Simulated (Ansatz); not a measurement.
Coupled-cluster diagnostics for La2O3⁻ (the lowest doublet isomer of a short search), Ansatz.

Geometry of the doublet (PBE0-D4/def2-SVPD):

```csv
atom,x (Å),y (Å),z (Å)
La1,1.2721,0.2291,0.8099
La2,-1.2724,-0.2289,-0.8096
O3,0.3731,-1.5651,-0.1436
O4,0.5145,1.0575,-1.1074
O5,-0.8874,0.5073,1.2508
```

In the def2 sets La takes a core potential; there is no spin–orbit coupling. Correlated methods freeze 3 core orbitals; core or outer-core shells of La are correlated, in sets that lack core-valence functions. The structure comes from a short search, and lower isomers may exist.

Problem. Estimate the CCSD(T) correlation energy, the shares of MP2 and (T), T1 and the reference's ⟨S²⟩ for: charge -1, doublet, own geometry in def2-SVPD; and the rough time on 4 threads of Intel Xeon on a shared host.

Solution. 
| state | basis | correlation (eV) | MP2 share (%) | (T) share (%) | T1 | ⟨S²⟩ (pure) | wall time | remarks |
| --- | --- | --- | --- | --- | --- | --- | --- | --- |
| charge -1, doublet, own geometry | def2-SVPD | -28.917 | 98.2 | 5.1 | 0.068 | 0.75 (0.75) | 3.9 min | large T1 |
Customary marks for T1 are 0.02 (closed shells), 0.045 (open shells) and about 0.05 (3d metals). T1 exceeds 0.02 in 1 of 1 rows and 0.045 in 1; the higher it lies, the less the single-reference result can be trusted.
